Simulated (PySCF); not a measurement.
These compounds are isomers of formula C6H6F3P.

A. SMILES C=CC1=C(C)P1C(F)(F)F
B. `FC(F)(F)Cp1cccc1`
C. SMILES C=CC1=C(C(F)(F)F)P1C

Spectrum 1. $^{1}$H NMR (500 MHz, computed): δ 7.33 (m, 2H), 7.18 (m, 2H), 2.37 (m, 2H). $^{13}$C{$^{1}$H} NMR (computed): δ 148.4 (CH), 146.2 (CH), 135.3 (C), 38.4 (CH2).

Spectrum 2. $^{1}$H NMR (500 MHz, computed): δ 7.60 (m, 1H), 6.40 (m, 1H), 6.27 (m, 1H), 0.96 (m, 3H). $^{13}$C{$^{1}$H} NMR (computed): δ 149.9 (C), 140.8 (CH2), 134.4 (C), 131.0 (CH), 129.9 (C), 25.6 (CH3).

Spectrum 3. $^{1}$H NMR (500 MHz, computed): δ 7.32 (m, 1H), 6.31 (m, 1H), 6.27 (m, 1H), 2.75 (m, 3H). $^{13}$C{$^{1}$H} NMR (computed): δ 139.7 (C), 138.2 (CH2), 131.9 (C), 128.5 (CH), 125.1 (C), 16.9 (CH3).

[PySCF 2.14: structure optimised with GFN2-xTB; σ from GIAO-PBE0/pcSseg-1; rapidly exchanging positions averaged; a single conformation; non-relativistic; no solvent]

Scale: $^{1}$H (σref 31.72), $^{13}$C (σref 186.93) against TMS (reference shieldings calculated alike). Splittings of carbon signals by F and P are missing where no couplings were computed. Where no couplings were computed, multiplicities follow the n + 1 count of equivalent neighbours, and m marks all less simple cases (inequivalent or close neighbours, rings, F or P nearby). Shifts are as computed. Against solution values, carbons near 30 ppm lie about +3 ppm off and those near 130 ppm about +5 ppm. Of 1211 compounds with measured shifts, 218 miss one by over three times the rms of a fit or turn the order of signals round; such compounds aren't used in these exercises.

Match each spectrum to its structure.

Answers

1–B, 2–C, 3–A.

- Spectrum 1 (B): 4 $^{13}$C signals; δC 135.3 is a CF3 carbon; δC 148.4 is a unsaturated ring CH.
- Spectrum 2 (C): 6 $^{13}$C signals; δC 149.9 is a fully substituted alkene carbon; δC 140.8 is a terminal =CH2 carbon.
- Spectrum 3 (A): 6 $^{13}$C signals; δC 139.7 is a CF3 carbon; δC 138.2 is a terminal =CH2 carbon.
